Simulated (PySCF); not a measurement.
## How methods differ on the ionisation energy of Mo

Mo [Kr] 4d5 5s1 (7S) → Mo⁺ [Kr] 4d5 (6S), as a difference of total energies. Computed with PySCF 2.14 in def2-SVP with the def2 core potential (28 electrons), with a scalar-relativistic core potential. Correlated levels: valence: 4s2 4p6 frozen. The calculations carry no spin-orbit coupling.

| method | ionisation energy (eV) |
| --- | --- |
| UHF | 6.301 |
| PBE | 7.549 |
| LDA | 7.840 |
| MP2 (valence) | 6.699 |
| SCS-MP2 (valence) | 6.434 |

How much does correlation contribute at MP2 (valence)?

6.699 − (6.301) = 0.398 eV, measured against UHF.

Errors of the correlated levels include the incompleteness of this basis and the frozen core.

For comparison: 7.092 eV (measured; NIST Atomic Spectra Database, ionization energies).
